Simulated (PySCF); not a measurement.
# Cost of excited-state runs on (F)2Ti(OSiH2)2O

Geometry:
| atom | x (Å) | y (Å) | z (Å) |
| --- | --- | --- | --- |
| Ti1 | 0.221 | -1.560 | 0.755 |
| F2 | -0.248 | -1.817 | 2.388 |
| F3 | 0.906 | -2.895 | -0.080 |
| O4 | 1.364 | -0.272 | 0.727 |
| Si5 | 1.262 | 1.208 | 0.079 |
| O6 | -0.193 | 1.353 | -0.649 |
| Si7 | -1.484 | 0.372 | -0.847 |
| O8 | -1.169 | -1.041 | -0.119 |
| H9 | 1.272 | 2.189 | 1.166 |
| H10 | 2.263 | 1.315 | -0.986 |
| H11 | -2.596 | 1.015 | -0.144 |
| H12 | -1.598 | 0.133 | -2.289 |

PySCF with density fitting, on 1 thread of an AMD EPYC 9R45 96-Core, shared host. Command: `OMP_NUM_THREADS=1 python excited_run.py task.json out`

Question: How long does each of these runs take, and how much memory?
- magnetisability and related constants, PBE/def2-SVP (def2-TZVP on Ti); usual settings
- magnetisability and related constants, mPW1PW91/def2-SVP (def2-TZVP on Ti); usual settings

Answer: 
```tsv
run	level	basis functions	wall time	peak memory (GiB)
magnetisability and related constants	PBE/def2-SVP (def2-TZVP on Ti)	171	30 s	1.1
magnetisability and related constants	mPW1PW91/def2-SVP (def2-TZVP on Ti)	171	22 s	1.2
```
Times from a shared host are rough.
